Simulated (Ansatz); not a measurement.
F4Ge, triplet, at a GFN2-xTB geometry of the parent state (a higher spin typed on purpose: for a closed-shell molecule this is an excited state); R2SCAN/STO-3G (Ansatz, a program for electronic structure).

Here is a job for Ansatz.
Ansatz 0.2 input:
```yaml
crystal:
  periodic: [false, false, false]
  atoms:
    - {symbol: F, position_ang: [1.28249365, -1.06843622, -0.11172530]}
    - {symbol: Ge, position_ang: [-0.00000000, -0.00000000, -0.00000000]}
    - {symbol: F, position_ang: [0.58041552, 1.56903814, 0.00809899]}
    - {symbol: F, position_ang: [-1.01772117, -0.21135552, -1.31087792]}
    - {symbol: F, position_ang: [-0.84518800, -0.28924641, 1.41450423]}
basis:
  gaussian:
    orbitals: STO-3G
hamiltonian:
  xc: r2scan
magnetization: {spin_polarized: false, initial_magnetization: 2}
```

Task: What does Ansatz print? Leave out banner, timings and long lists.

Result: 
```
Functional definition: r2SCAN
484 factors; integrals over basis functions are off by at most 2.8e-5 eV
mean field evaluation 1: about -66542.2094 eV, gradient 8.6e1 eV
mean field evaluation 2: about -66542.1289 eV, gradient 8.6e1 eV
mean field evaluation 4: about -66562.8674 eV, gradient 3.2e1 eV
mean field evaluation 8: about -66568.9830 eV, gradient 9.0e0 eV
mean field evaluation 16: about -66569.4537 eV, gradient 6.4e-2 eV
mean field evaluation 32: about -66569.4603 eV, gradient 1.9e-5 eV
mean field evaluation 64: about -66568.1289 eV, gradient 1.4e1 eV
mean field evaluation 96: about -66569.4578 eV, gradient 5.8e-4 eV
mean field evaluation 128: about -66569.4529 eV, gradient 2.5e-6 eV
mean field evaluation 160: about -66569.4604 eV, gradient 5.8e-2 eV
mean field evaluation 192: about -66569.3505 eV, gradient 3.4e0 eV
mean field evaluation 224: about -66568.9792 eV, gradient 3.4e0 eV
mean field evaluation 256: about -66569.4603 eV, gradient 1.6e-3 eV
mean field evaluation 288: about -66569.4603 eV, gradient 1.0e-3 eV
mean field -66569.46031646 eV, -2446.3825442291 hartree, gradient 1.1e-6 eV, S^2 2.000000; 17 other end points of the search recorded, 0 dependent functions left out
reference -66569.46031939 eV, -2446.3825443367 hartree; 35, 33 occupied and 3, 5 virtual orbitals, 484 factors
Total energy: -66569.46031939 eV, -2446.3825443367 hartree
```
